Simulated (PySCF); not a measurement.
Correlation energy of Sn (tin, neutral)

[Kr] 4d10 5s2 5p1 5d1, one real determinant (an excited configuration). Calculation: PySCF 2.14, in aug-cc-pwCVDZ-PP with ECP28MDF (6s5p4d1f, 48 functions); a scalar-relativistic core potential. Frozen: 4s2 4p6 4d10; 4 electrons correlated.

| level | correlation energy (mhartree) |
| --- | --- |
| CCSD | -72.41 |
| (T) | -13.44 |
| CCSD(T) | -85.85 |
| CCSDT | -86.32 |

Diagnostics: T1 = 0.040, D1 = 0.1033, largest double amplitude 0.592.

The real determinant used has ⟨L²⟩ near 8 against 12 for a pure F term, so it mixes terms. The outer electron is Rydberg-like, and this basis confines it to a smaller radius and binds it less than a complete one would. T1 exceeds 0.03, a sign that the reference determinant is poor. A double-excitation amplitude exceeds 0.15, a sign of near-degeneracy.

Cost of the coupled-cluster step: about 1 core-seconds, for 4 correlated electrons.

Iterations:

```
CC2 = 0
CCSD nocc = (np.int64(3), np.int64(1)), nmo = (39, 39)
frozen orbitals [[0, 1, 2, 3, 4, 5, 6, 7, 8], [0, 1, 2, 3, 4, 5, 6, 7, 8]]
max_cycle = 100
direct = 0
conv_tol = 1e-08
conv_tol_normt = 1e-06
diis_space = 8
diis_start_cycle = 0
Init t2, MP2 energy = -0.0368178818869732
Init E_corr(UCCSD) = -0.0368178818874499
cycle = 1  E_corr(UCCSD) = -0.0483326863746549  dE = -0.0115148045  norm(t1,t2) = 0.0884176
cycle = 2  E_corr(UCCSD) = -0.0532007059343176  dE = -0.00486801956  norm(t1,t2) = 0.0640178
cycle = 3  E_corr(UCCSD) = -0.0616135265342753  dE = -0.0084128206  norm(t1,t2) = 0.0547773
cycle = 4  E_corr(UCCSD) = -0.0661281891182083  dE = -0.00451466258  norm(t1,t2) = 0.0386044
cycle = 5  E_corr(UCCSD) = -0.0692819285449034  dE = -0.00315373943  norm(t1,t2) = 0.0261792
cycle = 6  E_corr(UCCSD) = -0.0649869069679265  dE = 0.00429502158  norm(t1,t2) = 0.0208545
cycle = 7  E_corr(UCCSD) = -0.0697402883367268  dE = -0.00475338137  norm(t1,t2) = 0.0259899
cycle = 8  E_corr(UCCSD) = -0.0708399204418779  dE = -0.00109963211  norm(t1,t2) = 0.0109035
cycle = 9  E_corr(UCCSD) = -0.0726851039085675  dE = -0.00184518347  norm(t1,t2) = 0.00709654
cycle = 10  E_corr(UCCSD) = -0.0724405761710358  dE = 0.000244527738  norm(t1,t2) = 0.00229669
cycle = 11  E_corr(UCCSD) = -0.07237593191052  dE = 6.46442605e-05  norm(t1,t2) = 0.000448248
cycle = 12  E_corr(UCCSD) = -0.0724240496778211  dE = -4.81177673e-05  norm(t1,t2) = 0.000167134
cycle = 13  E_corr(UCCSD) = -0.0724023902659701  dE = 2.16594119e-05  norm(t1,t2) = 6.79606e-05
cycle = 14  E_corr(UCCSD) = -0.072411106391491  dE = -8.71612552e-06  norm(t1,t2) = 2.84986e-05
cycle = 15  E_corr(UCCSD) = -0.0724085379556228  dE = 2.56843587e-06  norm(t1,t2) = 1.21618e-05
cycle = 16  E_corr(UCCSD) = -0.0724086715753217  dE = -1.33619699e-07  norm(t1,t2) = 1.00429e-06
cycle = 17  E_corr(UCCSD) = -0.0724086233882753  dE = 4.81870464e-08  norm(t1,t2) = 3.28395e-07
cycle = 18  E_corr(UCCSD) = -0.0724086214744421  dE = 1.91383316e-09  norm(t1,t2) = 7.756e-08
UCCSD converged
E(UCCSD) = -213.1728613109035  E_corr = -0.07240862147444214
UCCSD(T) correction = -0.0134355534568955
```

The reference is one real determinant that mixes LS terms of this configuration.
